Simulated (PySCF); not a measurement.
Cartesian coordinates (Å):
```xyz
15

Zr     0.2510    -0.1596     0.1619
N     -0.6621     1.6184     0.6558
H     -1.6336     1.7218     0.9745
H     -0.2912     2.5597     0.4837
N      0.9662    -0.9833     1.9080
H      0.9976    -0.5269     2.8267
H      1.2049    -1.9734     2.0457
N      1.8835     0.2998    -1.0055
H      1.8645     0.4528    -2.0216
H      2.8675     0.2646    -0.7163
O     -0.9741    -1.3676    -0.7552
C     -1.8445    -2.2276    -1.4150
H     -1.3537    -2.7100    -2.2928
H     -2.7450    -1.6869    -1.7907
H     -2.2008    -3.0424    -0.7416
```
Charge 0, multiplicity 1.

### Question
Predict the LUMO, charge on the central atom (Mulliken) and HOMO from TPSSh-D3(BJ)/def2-TZVP // PBE-D3(BJ)/def2-SVP run with PySCF.

### Answer

| Property | Value |
|---|---|
| LUMO | -0.22 eV |
| charge on the central atom (Mulliken) | 1.73 e |
| HOMO | -5.94 eV |
